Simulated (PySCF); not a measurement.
## Electron correlation in V (vanadium, neutral)

[Ar] 3d3 4s2, high-spin 4F determinant. Computed with PySCF 2.14 in def2-QZVPPD, with no relativity, point nucleus. Frozen: [Ne]; 13 electrons correlated.

```
  level  correlation energy (mhartree)
   CCSD                        -385.25
    (T)                         -12.52
CCSD(T)                        -397.77
```

Diagnostics: T1 = 0.021, D1 = 0.0858, largest double amplitude 0.068.

Task: Is a single reference adequate?

Result: Yes: T1 lies below 0.03 and no double amplitude reaches 0.07.

This basis was not built for core-valence correlation, so the inner-shell part is incomplete.
